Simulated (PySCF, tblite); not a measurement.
Isomers of C3H10N3Si (doublet state). Computed with GFN2-xTB (tblite): harmonic, unscaled wavenumbers at the GFN2-xTB geometry, gas phase. The method is semi-empirical: single wavenumbers can be off by several per cent or more. Modes of hydrogen on silicon can be 10 to 20 % off. One conformer each. Open shells enter through the occupations alone, without spin polarisation, and single modes of such species can be off by tens of per cent.

Electronic energies: B3LYP/pcH-1 single points on the GFN2-xTB geometries (PySCF, gas phase).

| SMILES | electronic energy, lowest = 0 (kcal/mol) |
| --- | --- |
| [NH]C[SiH]1NCCN1 | 13.0 |
| N[CH][SiH]1NCCN1 | 0.0 |
| NC[Si]1NCCN1 | 4.5 |
| NC[Si@@H]1[N]CCN1 | 21.2 |

**Question.** How do GFN2-xTB zero-point energies change the relative energies?

**Answer.** 
```json
{"SMILES": "N[CH][SiH]1NCCN1", "ZPE (kcal/mol)": "85.3", "of it from modes above 1550 cm⁻¹": "43.8", "electronic (kcal/mol)": "0.0", "with ZPE, lowest = 0 (kcal/mol)": "0.0", "lowest mode (cm⁻¹)": "29", "rings": "1"}
{"SMILES": "NC[Si]1NCCN1", "ZPE (kcal/mol)": "88.3", "of it from modes above 1550 cm⁻¹": "46.9", "electronic (kcal/mol)": "4.5", "with ZPE, lowest = 0 (kcal/mol)": "7.5", "lowest mode (cm⁻¹)": "31", "rings": "1"}
{"SMILES": "[NH]C[SiH]1NCCN1", "ZPE (kcal/mol)": "85.4", "of it from modes above 1550 cm⁻¹": "42.9", "electronic (kcal/mol)": "13.0", "with ZPE, lowest = 0 (kcal/mol)": "13.1", "lowest mode (cm⁻¹)": "68", "rings": "1"}
{"SMILES": "NC[Si@@H]1[N]CCN1", "ZPE (kcal/mol)": "85.8", "of it from modes above 1550 cm⁻¹": "43.0", "electronic (kcal/mol)": "21.2", "with ZPE, lowest = 0 (kcal/mol)": "21.7", "lowest mode (cm⁻¹)": "54", "rings": "1"}
```

The zero-point energies span 3.0 kcal/mol, from `N[CH][SiH]1NCCN1` to `NC[Si]1NCCN1`. The order is unchanged.

**Question.** And how do the electronic energies of GFN2-xTB itself compare?

**Answer.** `N[CH][SiH]1NCCN1` 0.0; `NC[Si]1NCCN1` 3.2; `[NH]C[SiH]1NCCN1` 4.4; `NC[Si@@H]1[N]CCN1` 6.0 kcal/mol, lowest = 0. Against the energies above, taken from the same isomer `N[CH][SiH]1NCCN1`, the largest difference is 15.2 kcal/mol.

**Question.** What do entropy and thermal enthalpy add at 298.15 K and 1 bar (rigid rotor, harmonic oscillator, one conformer each)?

**Answer.** 
```
           SMILES  point group  symmetry number  S (cal/(mol K))  H − H(0) (kcal/mol)  ZPE + H − H(0) − TS (kcal/mol)
 N[CH][SiH]1NCCN1           C1                1             96.7                 6.51                            62.9
     NC[Si]1NCCN1           C1                1             95.6                 6.28                            66.1
 [NH]C[SiH]1NCCN1           C1                1             93.3                 6.20                            63.8
NC[Si@@H]1[N]CCN1           C1                1             93.0                 6.12                            64.1
```

S holds R ln(2S + 1) for the spin.
